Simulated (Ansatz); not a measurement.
Consider the cleavage of the Zn–Al bond: `[F][Al]([F])[Zn][O][SiH3]` + NH₃ → `[NH2][Zn][O][SiH3]` + `[F][AlH][F]`.

Calculated with Ansatz (gas phase, PBE0-D4/def2-TZVP geometries, no zero-point term in ΔE). CCSD(T)/CBS adds triple-zeta CCSD(T) − MP2 to the extrapolated MP2 energy (def2 sets, frozen cores). This one scheme is used for every species. DFT in def2-TZVPP. For Zn outer-core shells are correlated without core-valence functions, which leaves a few kJ/mol of doubt a bond. Scalar relativity is left out up to krypton. One conformer a species, not always the lowest.

`[F][Al]([F])[Zn][O][SiH3]`:

```xyz
9

F    -2.873   -2.672    1.942
Al   -1.490   -2.691    1.053
F    -0.934   -4.158    0.562
Zn   -0.327   -0.648    0.482
O     0.536    0.854    0.123
Si    1.126    2.036   -0.812
H     2.174    1.521   -1.740
H     0.053    2.658   -1.642
H     1.734    3.100    0.033
```

NH₃:

```xyz
4

N    -0.034   -0.246    0.133
H     0.061    0.524    0.784
H     0.793   -0.246   -0.450
H    -0.821   -0.032   -0.467
```

`[NH2][Zn][O][SiH3]`:

Cartesian coordinates in Å:
```
N -2.051 2.029 -0.140
Zn -0.827 0.710 -0.312
O 0.302 -0.594 -0.673
Si 1.469 -1.510 -0.021
H -2.780 1.859 0.541
H -1.676 2.951 0.037
H 2.505 -0.682 0.665
H 0.920 -2.460 0.991
H 2.138 -2.302 -1.088
```

`[F][AlH][F]`:

Cartesian coordinates in Å:
```
F 0.080 1.128 1.163
Al -0.002 0.009 -0.031
F 0.005 -1.573 0.396
H -0.084 0.436 -1.528
```

CCSD(T)/CBS gives +43.0 kJ/mol.

Problem. Another level gave +48.2 kJ/mol. Which?
A. RPA@PBE/def2-TZVPP
B. B2PLYP/def2-TZVPP
C. PBE0/def2-TZVPP
D. ωB97M-V/def2-TZVPP

Solution. D. ωB97M-V 48.2, B2PLYP 43.1, PBE0 54.6, RPA@PBE/def2-TZVPP 35.3 kJ/mol.

Largest T1 diagnostic among the species: 0.015.

In def2-TZVPP, CCSD(T) changes the Hartree–Fock value by −8.6 kJ/mol (the triples alone add −0.9 kJ/mol) and MP2 by −17.6 kJ/mol. At CCSD(T), def2-SVP lies +5.8 kJ/mol from the extrapolated value and def2-TZVPP −2.8 kJ/mol.
